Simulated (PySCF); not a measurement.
Unknowns

Method: PBE0/pcSseg-1 with gauge-including orbitals, structure optimised with GFN2-xTB, in PySCF 2.14 (equivalent nuclei averaged, one conformer, no relativistic terms, no solvent).

Chemical shifts δ = σref − σ; TMS for 1H (σref 31.72), 13C (σref 186.93), all at this level. Where no couplings were computed, multiplicities follow the n + 1 count of equivalent neighbours, and m marks all less simple cases (inequivalent or close neighbours, rings, F or P nearby). Acid and N–H amide carbonyl carbons lie up to 10 ppm further downfield in solution (hydrogen bonding). Shifts are as computed. Against solution values, carbons near 30 ppm lie about +3 ppm off and those near 130 ppm about +5 ppm. Of 1211 compounds with measured shifts, 218 miss one by over three times the rms of a fit or turn the order of signals round; such compounds aren't used in these exercises. OH and NH positions are gas-phase values without hydrogen bonding to other molecules.

**Question.** C$_{3}$H$_{5}$NO. 1H NMR (400 MHz, computed): δ 4.21 (s, 3H), 1.98 (s, 2H). 13C{1H} NMR (computed): δ 180.6, 58.0, 30.5. Give a structure.

**Answer.** `COC1=NC1`. Rings plus π bonds: 2 (1 ring in the answer). 3 carbon signals for 3 carbons: no two carbons are equivalent. Carbon types of the structure: 1 × C, 1 × CH2, 1 × CH3, which accounts for all hydrogens. δC 180.6: C=N carbon. δC 58.0: methyl carbon bonded to O; the inductive effect lowers its shielding. δC 30.5: three-membered-ring carbon; pulled downfield by the heteroatom. δH 4.21: hydrogen on a methyl carbon bonded to O; its carbon carries O, which withdraws density.

The shifts were computed for this structure.

**Question.** C$_{6}$H$_{7}$NO. 1H NMR (400 MHz, computed): δ 8.22 (d, 1H), 8.21 (d, 1H), 6.77 (m, 1H), 6.40 (br, 1H), 5.60 (t, 1H), 3.08 (m, 2H). 13C{1H} NMR (computed): δ 158.1, 149.4, 143.7, 138.6, 113.8, 41.6. Identify the compound.

**Answer.** `O=CNC1=CCC=C1`. Rings plus π bonds: 4 (1 ring in the answer). 6 carbon signals for 6 carbons: no two carbons are equivalent. Carbon types of the structure: 1 × C, 4 × CH, 1 × CH2, leaving 1 H on heteroatoms. δC 158.1: amide carbonyl carbon; lone-pair donation from the attached heteroatom keeps it upfield of a ketone carbonyl. δC 149.4: alkene carbon bearing nitrogen; an sp2 carbon further deshielded by the attached heteroatom. δC 143.7, 138.6: alkene CH; as expected for a trigonal carbon in a double bond. δC 113.8: β carbon of an enol-ether or enamine type C=C; the O or N lone pair pushes π density onto this β carbon and shields it.

The data come from this structure; uniqueness wasn't tested.
